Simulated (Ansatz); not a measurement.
Correlation energies of C2H5NOSi by basis set

```xyz
10

C     1.543   -0.204   -0.325
Si   -0.171    0.473   -0.324
N    -1.529   -0.634   -0.533
C    -1.779   -0.308    0.677
O    -0.893    0.578    1.240
H     1.595   -1.130    0.251
H     1.863   -0.414   -1.350
H     2.242    0.519    0.103
H    -0.270    1.759   -1.053
H    -2.601   -0.641    1.313
```

Charge 0, multiplicity 1. The structure was optimised at the PBE0-D4/def2-TZVP level. Frozen core, restricted reference, Ansatz 0.2.0. CBS rows extrapolate triple and quadruple zeta; past MP2 they add the triple-zeta difference.

```csv
basis,HF (Eh),MP2 corr.
def2-SVP,-496.65605,-0.70450
def2-TZVPP,-497.01907,-0.87531
def2-QZVPP,-497.03814,-0.93801
```

(1) Estimate the CCSD correlation energy and the (T) correction in each basis where they were run (hartree).

Results:

(1) 
| basis | CCSD corr. | (T) |
| --- | --- | --- |
| def2-SVP | -0.74115 | -0.02511 |
| def2-TZVPP | -0.90196 | -0.04036 |
| CBS(def2) | -1.01111 | as TZ |
